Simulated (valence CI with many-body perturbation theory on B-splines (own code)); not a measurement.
**I²⁺ in three bases**

Calculated by valence CI with perturbative core correlation (CI+MBPT): five valence electrons over a frozen Dirac-Fock core [Kr] 4d10, a basis of 9 s, 9 p, 8 d, 6 f, 3 g, 1 h functions for each j, with the one-electron correlation potential Σ1, the two-electron term Σ2, the three-electron term Σ3, Breit, model QED; selected CI, second order for the rest, scaled by the run's own slope (own B-spline code, finite nucleus).

No measured spectrum was set against this ion. As an estimate, levels hold to about 250 cm⁻¹ or 0.2 % of their energy and the worst to 1 %, as in measured heavy ions of charge 2 to 7. Among the levels kept, up to 2000 cm⁻¹ of a level comes from second order outside the variational space, and about a tenth of that is noise between levels of different J, which matters for small intervals.

The reference run has the lowest level 5s²5p³ ⁴S°_3/2 and an ionisation energy of 29.5078 eV. Its largest variational space holds 20000 state functions.

Names give the largest LS component (configuration and term), which can be under half, so a name can repeat, a term be missing and a line seem to break the LS rules; names also repeat where a configuration has a term twice.

Changed runs:
A. basis 6 s, 6 p, 5 d, 3 f, 1 g
B. basis 5 s, 5 p, 4 d, 2 f

Excitation energies of the reference run in cm⁻¹, and shifts in cm⁻¹:

```tsv
Level	Reference	A	B
5s²5p³ ²D°_3/2	11732	+119	+418
5s²5p³ ²D°_5/2	14902	+137	+433
5s²5p³ ²P°_1/2	24352	+126	+560
5s²5p³ ²P°_3/2	29650	+122	+504
5s5p⁴ ⁴P_5/2	85219	+4.4	+25
5s5p⁴ ⁴P_3/2	90594	+15	+19
5s5p⁴ ⁴P_1/2	92530	+25	+38
5s5p⁴ ²D_3/2	103230	+119	+382
5s5p⁴ ²D_5/2	106363	+111	+368
5s²5p²5d ⁴F_3/2	110015	+132	+514
5s²5p²5d ²P_3/2	111246	+70	+347
5s²5p²5d ⁴F_5/2	111731	+101	+481
Ionisation energy (eV)	29.5078	-0.0117	-0.0473
```
